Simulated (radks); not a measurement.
Values are calculated unless marked as measured or tabulated.
Q: Li I, 3 electrons, occupied as 1s1 2s1 3s1 (not the ground configuration). Code: a radial shooting solver on a logarithmic mesh with Libxc functionals. Model: non-relativistic Kohn-Sham, XLYP, spin-polarised, spherical densities, point nucleus; open shells are filled with parallel spins first. Some entries of the table are withheld. Estimate them.

orbital,occ.,eigenvalue (hartree),<1/r> (bohr^-1)
1s up,1,(1),2.981
2s up,1,-0.33474,0.5747
3s up,1,-0.05639,0.1707

A: 
(1) 1s up eigenvalue (hartree): -3.17125
